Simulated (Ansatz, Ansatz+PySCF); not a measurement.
```yaml
atoms:
  - { symbol: B, position_ang: [0.0000, 0.0000, 0.0000] }
  - { symbol: N, position_ang: [0.0000, 0.0000, 1.2103] }
```

Basis set: def2-SVP (spherical functions). Frozen core: 2 orbitals. Charge 0, multiplicity 1.

Computed with Ansatz (development build ahead of 0.2.0); each method stands on the lowest determinant of its kind that the runs found. Restricted open shells among the atoms or ions are ROHF, correlated in semicanonical orbitals with singles.

The atomization energy at this shape (free ground-state atoms in the same class of orbitals less the molecule, no zero-point energy) of singlet BN:

```json
{"method": "RHF-CCSD(T)", "atomization energy": "4.05 eV"}
{"method": "RHF", "atomization energy": "-0.37 eV"}
{"method": "UHF", "atomization energy": "1.93 eV"}
```

**Question.** What does RHF-MP2 give?

**Answer.** 3.89 eV. Caution: the shape is not the minimum. Caution for RHF-CCSD(T), RHF-MP2, RHF: an unrestricted determinant lies well below. Caution for RHF-CCSD(T): the program doubts this total. Caution for UHF: the unrestricted determinant is a mixture of spin states.
